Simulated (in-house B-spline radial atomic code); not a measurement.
Whole-atom quantities along the 5-electron series, configuration 1s2 2s2 2p1/2(1). Breit and QED terms are first order and not part of the total energy; the density at the nucleus is averaged over the nuclear charge. Computed with a B-spline radial code for spherical atoms: Dirac-Hartree-Fock, jj configuration that fills j = l - 1/2 first, finite nuclei.

| ion | Z | E/Z² (Eh) | Σ<r²> (bohr²) | n(0)/Z³ (bohr⁻³) | Lamb diamagnetic shielding (ppm) | repulsion over attraction | Breit energy (eV) | self-energy (eV) | vacuum polarisation (eV) |
| --- | --- | --- | --- | --- | --- | --- | --- | --- | --- |
| B | 5 | -0.98146 | 15.845 | 0.58141 | 202.11 | 0.13775 | 0.040985 | 0.023799 | -0.00097572 |
| C+ | 6 | ? | ? | ? | ? | ? | ? | ? | ? |
| N2+ | 7 | -1.0785 | 4.9631 | 0.62172 | 300.37 | 0.10714 | 0.12727 | 0.08462 | -0.0039209 |
| O3+ | 8 | ? | ? | ? | ? | ? | ? | ? | ? |
| F4+ | 9 | -1.1386 | 2.4618 | 0.65073 | 398.57 | 0.08633 | 0.29104 | 0.21435 | -0.01096 |
| Ne5+ | 10 | ? | ? | ? | ? | ? | ? | ? | ? |
| Mg7+ | 12 | -1.1949 | 1.1907 | 0.68628 | 546.3 | 0.06646 | 0.73704 | 0.60978 | -0.0352 |
| Al8+ | 13 | -1.2084 | 0.98194 | 0.69738 | 595.71 | 0.061684 | 0.9518 | 0.81289 | -0.048623 |
| Si9+ | 14 | -1.2203 | 0.82364 | 0.70822 | 645.22 | 0.057537 | 1.2049 | 1.0595 | -0.065542 |
| P10+ | 15 | -1.2308 | 0.70072 | 0.71902 | 694.85 | 0.053904 | 1.4996 | 1.3544 | -0.086512 |
| S11+ | 16 | -1.2401 | 0.60335 | 0.72988 | 744.6 | 0.050697 | 1.8391 | 1.7026 | -0.11213 |
| Cl12+ | 17 | -1.2485 | 0.52488 | 0.74074 | 794.48 | 0.047846 | 2.2267 | 2.1092 | -0.14304 |
| Ar13+ | 18 | -1.2562 | 0.46071 | 0.75197 | 844.49 | 0.045295 | 2.6655 | 2.5793 | -0.17991 |
| K14+ | 19 | -1.2631 | 0.40756 | 0.76374 | 894.66 | 0.042999 | 3.159 | 3.1183 | -0.22349 |
| Ca15+ | 20 | -1.2695 | 0.36304 | 0.77568 | 944.99 | 0.040922 | 3.7104 | 3.7314 | -0.27453 |
| Sc16+ | 21 | -1.2754 | 0.32538 | 0.78782 | 995.49 | 0.039034 | 4.323 | 4.4242 | -0.33385 |
| Ti17+ | 22 | -1.2809 | 0.29323 | 0.80048 | 1046.16 | 0.037311 | 5.0002 | 5.2022 | -0.40232 |
| V18+ | 23 | -1.2861 | 0.26556 | 0.81387 | 1097.03 | 0.035732 | 5.7454 | 6.0711 | -0.48086 |

(1) Fill in the row of C+.

(2) Fill in the row of O3+.

(3) Fill in the row of Ne5+.

(4) With what power of Z does the column «self-energy (eV)» change over this range?

## Answers

(1) E/Z² (Eh): -1.0364; Σ<r²> (bohr²): 8.0525; n(0)/Z³ (bohr⁻³): 0.60355; Lamb diamagnetic shielding (ppm): 251.29; repulsion over attraction: 0.12113; Breit energy (eV): 0.076011; self-energy (eV): 0.047484; vacuum polarisation (eV): -0.0020776.

(2) E/Z² (Eh): -1.1118; Σ<r²> (bohr²): 3.3846; n(0)/Z³ (bohr⁻³): 0.63717; Lamb diamagnetic shielding (ppm): 349.45; repulsion over attraction: 0.095707; Breit energy (eV): 0.1979; self-energy (eV): 0.13893; vacuum polarisation (eV): -0.0067776.

(3) E/Z² (Eh): -1.1606; Σ<r²> (bohr²): 1.8734; n(0)/Z³ (bohr⁻³): 0.66317; Lamb diamagnetic shielding (ppm): 447.74; repulsion over attraction: 0.078551; Breit energy (eV): 0.40984; self-energy (eV): 0.31506; vacuum polarisation (eV): -0.016823.

(4) A fit of the logarithm of its size against log Z from Z = 5 to 23 has slope 3.62. One-loop self-energy scales as Z⁴F(Zα), with F falling from low Z to about Z = 90.
